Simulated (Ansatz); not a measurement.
Reaction (formal exchange of groups at a C–C bond): `CC[SiH2]O` + `O[SiH](O)O` → `O[SiH2]C[Si](O)(O)O` + CH₄

Calculated with Ansatz (gas phase, PBE0-D4/def2-TZVP geometries, no zero-point term in ΔE). CCSD(T)/CBS adds triple-zeta CCSD(T) − MP2 to the extrapolated MP2 energy (def2 sets, frozen cores). This one scheme is used for every species. Functionals use def2-TZVPP. B3LYP here is the variant with VWN-RPA as its local correlation; programs differ in this. One conformer a species, not always the lowest.

```tsv
level	ΔE (kcal/mol)	difference from CCSD(T)/CBS
PBE-D4	-22.3	-0.8
r2SCAN-D4	-23.3	-1.8
PBE0-D4	-22.3	-0.8
ωB97X-V	-21.4	0.1
ωB97M-V	-22.6	-1.1
B2PLYP	-20.4	1.1
PBE	-20.4	1.1
PBE0	-20.7	0.8
B3LYP	-19.2	2.3
CCSD/def2-TZVPP	-20.7	0.8
CCSD(T)/def2-TZVPP	-21.5	0.0
HF/def2-QZVPP	-17.0	4.5
MP2/def2-QZVPP	-21.9	-0.4
HF/CBS(def2)	-17.0	4.5
MP2/CBS(def2)	-22.0	-0.5
CCSD/CBS(def2)	-20.7	0.8
CCSD(T)/CBS	-21.5	0
```

Largest T1 diagnostic among the species: 0.011.

The D4 term adds −2.9 kcal/mol with B3LYP and −1.7 kcal/mol with PBE0; it sums over pairs of atoms, weighted by their polarisabilities, and B3LYP, whose exchange is more repulsive, gets the larger term. In def2-TZVPP, CCSD(T) changes the Hartree–Fock value by −4.2 kcal/mol (the triples alone add −0.8 kcal/mol) and MP2 by −4.7 kcal/mol.
